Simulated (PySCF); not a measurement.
Species: `[SiH3][SiH2]P[SiH2]N([SiH3])[SiH3]`. The columns A, B, C and D hold Mulliken, IAO, Hirshfeld and ESP-fitted charges (e) of one PBE0/pcSseg-1 density (PySCF), in a shuffled order. Coordinates in Å (GFN2-xTB); the density's dipole moment is (-0.02, 0.68, -0.23) D.

```
atom       x       y       z       A       B       C       D
 Si1   3.611   0.753  -0.491  +0.212  +0.279  +0.096  +0.190
 Si2   2.769  -1.270   0.280  +0.194  +0.270  +0.312  +0.110
  P3   0.796  -1.139   1.314  -0.055  -0.208  -0.395  -0.402
 Si4  -0.442  -0.463  -0.397  +0.300  +0.706  +0.479  +0.635
  N5  -1.973   0.126   0.155  -0.348  -1.032  -0.496  -1.080
 Si6  -2.280   0.376   1.860  +0.340  +0.732  +0.568  +0.615
 Si7  -3.183   0.360  -1.080  +0.351  +0.744  +0.460  +0.643
  H8   3.183   1.078  -1.857  -0.071  -0.090  -0.044  -0.046
  H9   3.210   1.893   0.342  -0.072  -0.094  -0.043  -0.050
 H10   5.076   0.758  -0.514  -0.074  -0.093  -0.050  -0.050
 H11   3.650  -1.917   1.267  -0.072  -0.082  -0.070  -0.007
 H12   2.578  -2.256  -0.794  -0.070  -0.085  -0.071  -0.012
 H13   1.011   0.115   1.844  -0.007  +0.001  +0.140  +0.092
 H14  -0.626  -1.638  -1.255  -0.080  -0.129  -0.082  -0.058
 H15   0.203   0.600  -1.188  -0.085  -0.145  -0.132  -0.065
 H16  -2.057  -0.870   2.590  -0.080  -0.125  -0.124  -0.059
 H17  -1.389   1.441   2.331  -0.082  -0.139  -0.140  -0.090
 H18  -3.674   0.798   1.963  -0.074  -0.120  -0.114  -0.095
 H19  -3.734  -0.942  -1.462  -0.081  -0.139  -0.108  -0.083
 H20  -2.526   0.981  -2.229  -0.076  -0.130  -0.101  -0.095
 H21  -4.209   1.233  -0.525  -0.072  -0.120  -0.087  -0.094
```

Problem. Which column most likely holds the ESP-fitted charges?

Solution. C. Σ q r misses the density's dipole by 0.07 D (C), 0.75 D (B), 0.97 D (A), 1.39 D (D). Charges fitted to the outside potential are the only set here that is tied to the molecule's multipoles.

Problem. And the Hirshfeld charges?

Solution. A. The mean sizes are 0.133 e (A), 0.196 e (C), 0.218 e (D), 0.260 e (B), and Hirshfeld charges are commonly the smallest of these schemes.

As computed, A = Hirshfeld, B = IAO, C = ESP-fitted, D = Mulliken.

The Mulliken scheme gives each basis function's population to the atom it is centred on and halves the overlap population of two atoms between them. The Hirshfeld scheme weights the molecular density at each point by an atom's share of the summed free-atom densities.

One conformer (not necessarily the lowest) at the GFN2-xTB geometry, without solvent, vibrations or thermal averaging. GFN2-xTB frequencies show an imaginary mode (24i cm⁻¹), so this geometry is no minimum at that level.

The values belong to the conformer `[SiH3:1][SiH2:2][PH:3][SiH2:4][N:5]([SiH3:6])[SiH3:7]`: Si1–Si2–P3–Si4 65°, Si2–P3–Si4–N5 -166°, P3–Si4–N5–Si6 10°.
